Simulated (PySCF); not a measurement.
**Atomic charges against the basis set**

CH3BF2.
SMILES with atom numbers: `[CH3:1][B:2]([F:3])[F:4]` (hydrogens: H5, H6, H7 on C1)

PBE0 throughout (PySCF), one geometry, spherical d and f functions. Geometry: PBE0-D3(BJ)/def2-SVP; no solvent, vibrations or thermal averaging. Atoms taken as equivalent share a column and are averaged.

Mulliken charges (e):

| basis | functions | C1 | B2 | F3/F4 | H5/H6/H7 |
| --- | --- | --- | --- | --- | --- |
| STO-3G | 23 | -0.358 | +0.371 | -0.125 | +0.079 |
| 6-31G | 42 | -0.763 | +0.752 | -0.296 | +0.201 |
| pcSseg-0 | 42 | -1.110 | +0.961 | -0.317 | +0.261 |
| 6-31G* | 62 | -0.771 | +0.681 | -0.258 | +0.202 |
| def2-SVP | 71 | -0.244 | +0.230 | -0.110 | +0.078 |
| cc-pVDZ | 71 | -0.226 | +0.218 | -0.099 | +0.069 |
| pcSseg-1 | 83 | -0.575 | +0.719 | -0.293 | +0.147 |
| aug-cc-pVDZ | 119 | +0.522 | +1.036 | -0.414 | -0.243 |
| 6-311+G(2d,p) | 126 | -0.748 | +0.817 | -0.294 | +0.173 |
| def2-TZVP | 142 | -0.473 | +0.505 | -0.240 | +0.150 |
| cc-pVTZ | 162 | -0.375 | +0.393 | -0.183 | +0.116 |
| IGLO-III | 170 | -0.549 | +0.837 | -0.349 | +0.137 |

IAO charges (e):

| basis | functions | C1 | B2 | F3/F4 | H5/H6/H7 |
| --- | --- | --- | --- | --- | --- |
| STO-3G | 23 | -0.564 | +0.467 | -0.166 | +0.143 |
| 6-31G | 42 | -0.640 | +0.709 | -0.303 | +0.179 |
| pcSseg-0 | 42 | -0.631 | +0.686 | -0.291 | +0.175 |
| 6-31G* | 62 | -0.628 | +0.752 | -0.315 | +0.168 |
| def2-SVP | 71 | -0.618 | +0.736 | -0.309 | +0.167 |
| cc-pVDZ | 71 | -0.625 | +0.738 | -0.310 | +0.169 |
| pcSseg-1 | 83 | -0.628 | +0.749 | -0.317 | +0.171 |
| aug-cc-pVDZ | 119 | -0.640 | +0.753 | -0.319 | +0.175 |
| 6-311+G(2d,p) | 126 | -0.644 | +0.760 | -0.322 | +0.176 |
| def2-TZVP | 142 | -0.645 | +0.767 | -0.324 | +0.175 |
| cc-pVTZ | 162 | -0.646 | +0.765 | -0.323 | +0.176 |
| IGLO-III | 170 | -0.646 | +0.765 | -0.324 | +0.176 |

Hirshfeld charges (e):

```csv
basis,functions,C1,B2,F3/F4,H5/H6/H7
STO-3G,23,-0.123,+0.207,-0.068,+0.017
6-31G,42,-0.176,+0.297,-0.140,+0.053
pcSseg-0,42,-0.186,+0.306,-0.139,+0.053
6-31G*,62,-0.176,+0.295,-0.135,+0.050
def2-SVP,71,-0.198,+0.306,-0.136,+0.054
cc-pVDZ,71,-0.193,+0.292,-0.130,+0.054
pcSseg-1,83,-0.198,+0.326,-0.145,+0.054
aug-cc-pVDZ,119,-0.203,+0.321,-0.144,+0.057
"6-311+G(2d,p)",126,-0.193,+0.331,-0.151,+0.055
def2-TZVP,142,-0.198,+0.325,-0.147,+0.055
cc-pVTZ,162,-0.200,+0.321,-0.144,+0.055
IGLO-III,170,-0.202,+0.330,-0.148,+0.056
```

ESP-fitted charges (e):

```tsv
basis	functions	C1	B2	F3/F4	H5/H6/H7
STO-3G	23	-0.711	+0.621	-0.188	+0.156
6-31G	42	-0.831	+0.970	-0.371	+0.201
pcSseg-0	42	-0.931	+1.046	-0.387	+0.220
6-31G*	62	-0.695	+0.766	-0.288	+0.169
def2-SVP	71	-0.664	+0.781	-0.302	+0.163
cc-pVDZ	71	-0.636	+0.732	-0.285	+0.158
pcSseg-1	83	-0.748	+0.884	-0.336	+0.179
aug-cc-pVDZ	119	-0.754	+0.819	-0.312	+0.186
6-311+G(2d,p)	126	-0.802	+0.869	-0.329	+0.197
def2-TZVP	142	-0.794	+0.858	-0.323	+0.194
cc-pVTZ	162	-0.772	+0.834	-0.315	+0.189
IGLO-III	170	-0.775	+0.849	-0.321	+0.190
```

Some averages cover members that differ in this geometry, most widely: H5/H6/H7, Mulliken in aug-cc-pVDZ -0.320 to -0.193; F3/F4, Mulliken in 6-311+G(2d,p) -0.322 to -0.267; F3/F4, Mulliken in aug-cc-pVDZ -0.430 to -0.399 e.

**Question.** Which scheme is steadiest as the basis changes?

**Answer.** Largest range over the bases for any column: Hirshfeld 0.12 e, IAO 0.30 e, ESP-fitted 0.42 e, Mulliken 1.63 e. Hirshfeld charges move least and Mulliken charges most, counted in e. Without the minimal STO-3G basis the ranges are Hirshfeld 0.04, IAO 0.08, ESP-fitted 0.31, Mulliken 1.63 e.

**Question.** How much do the charges still move between the two largest bases, cc-pVTZ and IGLO-III?

**Answer.** At most, over all atoms: Mulliken 0.444 e, IAO 0.001 e, Hirshfeld 0.008 e, ESP-fitted 0.015 e.

**Question.** What do the same runs give for the total energy, the frontier levels and the dipole moment?

**Answer.** 
```csv
basis,energy (Eh),HOMO (eV),LUMO (eV),μ (D)
STO-3G,-260.6622,-6.24,4.16,0.32
6-31G,-264.2387,-10.19,0.38,1.92
pcSseg-0,-263.7156,-10.41,0.36,1.81
6-31G*,-264.2973,-9.91,0.85,1.46
def2-SVP,-264.1068,-10.14,0.54,1.62
cc-pVDZ,-264.3148,-10.06,0.59,1.59
pcSseg-1,-264.2869,-10.30,0.38,1.66
aug-cc-pVDZ,-264.3325,-10.27,-0.15,1.67
"6-311+G(2d,p)",-264.3945,-10.32,-0.03,1.72
def2-TZVP,-264.4213,-10.24,0.37,1.66
cc-pVTZ,-264.4090,-10.22,0.43,1.63
IGLO-III,-264.4274,-10.28,0.30,1.67
```

The dipole is fixed by the density alone, so its range of 1.60 D shows that the density itself changes with the basis, not only its division among atoms.
